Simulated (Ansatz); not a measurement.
Species: selenophen-3-ol, C4H4OSe, charge 0, multiplicity 1. SMILES: c1c[se]cc1O
Coordinates optimised at B3LYP-D3(BJ)/def2-TZVP (Ansatz, a program for electronic structure):
```xyz
10

O      2.6561    -0.8820     0.0764
C      1.3229    -0.5798     0.0452
C      0.2909    -1.5727     0.0837
C     -0.9716    -1.0782     0.0436
Se    -0.9797     0.7858    -0.0517
C      0.8887     0.7063    -0.0256
H      2.7672    -1.8370     0.1264
H      0.5055    -2.6332     0.1404
H     -1.8927    -1.6364     0.0613
H      1.4980     1.5927    -0.0637
```
Charge 0, spin multiplicity 1.

Property: atomisation energy (electronic, to ground-state atoms), in kcal/mol. Valence correlation only, unless marked. UHF or UKS for open shells. Spin-orbit coupling is left out. Frozen are the shells of the preceding noble gas and the d and f shells that filled before the atom's block. Non-relativistic. The coupled-cluster limit lacks core correlation, which all-electron functionals hold. CBS(X,Y): correlation extrapolated as X^-3; Hartree-Fock from the larger set. [CCSD(T)-MP2]/basis is that difference in the basis named.

```
level                                                                 program  atomisation energy (kcal/mol)
-------------------------------------------------------------  --------------  -----------------------------
HF/aug-cc-pVTZ                                                         Ansatz                          719.1
BLYP/def2-TZVPD                                                        Ansatz                         1031.3
PBE0-D3(BJ)/def2-TZVPD                                         Ansatz + dftd3                         1057.2
r2SCANh-D4/def2-TZVPD                                          Ansatz + dftd4                         1040.4
HSE06-D4/def2-TZVPD                                            Ansatz + dftd4                         1058.2
CAM-B3LYP-D4/def2-TZVPD                                        Ansatz + dftd4                         1040.0
MP2/6-31G                                                              Ansatz                          885.7
MP2/6-31G*                                                             Ansatz                          976.8
MP2/cc-pVDZ                                                            Ansatz                          983.0
RI-MP2/aug-cc-pVTZ                                                     Ansatz                         1049.9
RI-MP2/cc-pVQZ                                                         Ansatz                         1061.6
SCS-MP2/aug-cc-pVDZ                                                    Ansatz                          977.6
CCSD/STO-3G                                                            Ansatz                          994.0
CCSD/6-31G                                                             Ansatz                          864.3
CCSD/aug-cc-pVQZ                                                       Ansatz                         1002.2
CCSD/cc-pVQZ                                                           Ansatz                          999.3
CCSD(T)/STO-3G                                                         Ansatz                          998.7
CCSD(T)/6-31G*                                                         Ansatz                          947.4
CCSD(T)/cc-pVTZ                                                        Ansatz                         1006.9
RI-MP2/CBS(aug-cc-pVTZ,aug-cc-pVQZ)+[CCSD(T)-MP2]/aug-cc-pVTZ          Ansatz                         1039.2
CCSD(T)/CBS(aug-cc-pVTZ,aug-cc-pVQZ)                                   Ansatz                         1038.6
```

The Hartree-Fock reference is unstable (checked in the largest basis), which strains HF and MP2.
